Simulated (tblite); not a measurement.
Species: C5H4F2O2.
Cartesian coordinates in Å at the GFN2-xTB level; atoms count from 1:
```xyz
13
C5H4F2O2 angstrom
F      2.5544    0.6330    0.1065
C      1.5566    1.2355   -0.5931
F      2.1530    1.9171   -1.5777
O      0.7212    0.3363   -1.1530
C     -0.2067   -0.2418   -0.3133
C     -0.2478   -0.2519    1.1056
C     -1.3590   -0.9740    1.4220
O     -1.9854   -1.3978    0.3194
C     -1.2915   -0.9544   -0.7395
H      1.0693    1.9559    0.0927
H      0.4513    0.1888    1.7858
H     -1.7833   -1.2417    2.3689
H     -1.6365   -1.2043   -1.7206
```

Computed values, GFN2-xTB/tblite, gas phase, harmonic and unscaled. Against measured fundamentals such values can be off by several per cent, at times by over 20. One conformer, not necessarily the lowest.

Harmonic wavenumbers (cm⁻¹): 47.9, 60.1, 143.0, 301.3, 350.1, 374.6, 508.7, 585.5, 600.5, 616.6, 735.9, 744.8, 778.9, 822.8, 850.7, 972.5, 995.4, 1047.9, 1073.8, 1087.9, 1136.8, 1154.7, 1237.3, 1252.1, 1275.9, 1292.7, 1383.9, 1485.5, 1601.8, 2843.7, 3175.6, 3194.1, 3199.8.

A = 4856, B = 935.0, C = 821.0 MHz; mass 134.018 u (most abundant isotopes); point group C1, symmetry number 1.

**Question.** Zero-point energy?

**Answer.** ½Σν̃ = 18466 cm⁻¹ = 220.91 kJ/mol.

**Question.** What is S at 400 K and 1 bar for an ideal gas of classical rigid rotors and harmonic oscillators?

**Answer.** Translation 176.05, rotation 124.36, vibration 112.82: S = 413.2 J/(mol K).

**Question.** And Cp and H(400 K) − H(0)?

**Answer.** Cp = 156.01 J/(mol K), of which vibrations give 122.75 (their classical limit is 33 R = 274.4); H(400 K) − H(0) = 36.80 kJ/mol without the zero-point energy, 23.49 from vibrations.

**Question.** How do the functions run with temperature in this model?

**Answer.** 
```tsv
T (K)	S (J/(mol K))	Cp (J/(mol K))	H − H(0) (kJ/mol)	G − H(0) (kJ/mol)	ln q(vib)
100	280.6	60.3	4.78	-23.27	1.41
200	330.5	88.9	12.16	-53.95	3.09
300	373.1	123.6	22.77	-89.16	4.76
500	451.0	182.3	53.77	-171.73	8.28
800	548.7	231.3	116.69	-322.24	13.54
1000	602.4	249.9	164.94	-437.48	16.82
```

q(vib) and H(0) count from the zero-point level.

**Question.** Blend soft modes into free rotors: weight 1/[1 + (100 cm⁻¹/ν̃)⁴] for the oscillator and the rest for a rotor with moment μB/(μ + B), μ = h/(8π²ν), B = 10⁻⁴⁴ kg m². What vibrational entropy results?

**Answer.** 100.91 J/(mol K) in place of 112.82, which changes −T·S at 400 K by +4.76 kJ/mol.

**Question.** Which modes carry the vibrational entropy at 400 K?

**Answer.** 47.9 cm⁻¹: 22.95; 60.1 cm⁻¹: 21.07; 143.0 cm⁻¹: 13.93; 301.3 cm⁻¹: 8.04; 350.1 cm⁻¹: 6.93; 374.6 cm⁻¹: 6.44 J/(mol K); the other 27 give 33.47 together.

**Question.** What must be added to the electronic energy to get the Gibbs energy at 400 K and 1 bar?

**Answer.** ZPE + [H(400 K) − H(0)] − T·S = 220.91 + 36.80 − 165.29 = 92.42 kJ/mol.

Hindered rotation and anharmonicity are outside this model. Other conformers, if any are populated, would add a mixing term that is left out. The structure is chiral; the term R ln 2 for an equal mix with its mirror image is left out.
